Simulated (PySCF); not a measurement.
A species of formula C5H10OSi has this rotational fingerprint, computed with PBE0-D3(BJ)/def2-SVP geometry optimisation, gas phase in PySCF 2.14.0:

| Item | Value |
| --- | --- |
| Rotational constants | A = 8991, B = 688.8, C = 647.4 MHz |
| Dipole components | \|μa\| = 0.35 D, \|μb\| = 0.89 D, \|μc\| = 0.08 D |
| Inertial defect | -9.25 u·Å² |
| κ | -0.99 |

Task: Which structure is it? (One computed conformer of each.)
A. `[CH3:1][C:2]#[C:3][Si@@H:4]([OH:5])[CH2:6][CH3:7]` with C3–Si4–O5–H -45°, C3–Si4–C6–C7 -59°
B. `[CH2:1]=[CH:2]/[CH:3]=[CH:4]\[CH2:5][O:6][SiH3:7]` with C1–C2–C3–C4 -179°, C3–C4–C5–O6 -178°, C4–C5–O6–Si7 -175°
C. `[CH3:1][O:2]/[CH:3]=[CH:4]/[C@@H:5]1[CH2:6][SiH2:7]1` with C1–O2–C3–C4 1°, C3–C4–C5–C6 -9°
D. `[CH2:1]=[CH:2]/[CH:3]=[C:4](\[CH3:5])[O:6][SiH3:7]` with C1–C2–C3–C4 179°, C3–C4–O6–Si7 -3°

Result: B. It is C=C/C=C\CO[SiH3], a near-prolate asymmetric top. The candidates at the same level (rigid rotor, commonest isotopes):

| SMILES | A (MHz) | B (MHz) | C (MHz) | μa (D) | μb (D) | μc (D) | Δ (u·Å²) | point group | rotor |
| --- | --- | --- | --- | --- | --- | --- | --- | --- | --- |
| C=C/C=C(\C)O[SiH3] | 3335 | 1210 | 902.7 | 0.48 | 0.22 | 0.05 | -9.22 | near Cs | asymmetric top |
| CC#C[Si@@H](O)CC | 3085 | 1120 | 944.8 | 2.19 | 0.16 | 0.26 | -79.91 | C1 | asymmetric top |
| CO/C=C/[C@@H]1C[SiH2]1 | 5974 | 941.9 | 900.1 | 0.07 | 0.87 | 0.58 | -59.71 | C1 | near-prolate asymmetric top |
| C=C/C=C\CO[SiH3] | 8991 | 688.8 | 647.4 | 0.35 | 0.89 | 0.08 | -9.25 | near Cs | near-prolate asymmetric top |

`CO/C=C/[C@@H]1C[SiH2]1` has C 39 % too high; `C=C/C=C(\C)O[SiH3]` has B 76 % too high; `CC#C[Si@@H](O)CC` has A 66 % too low. No structure here is proved a minimum.
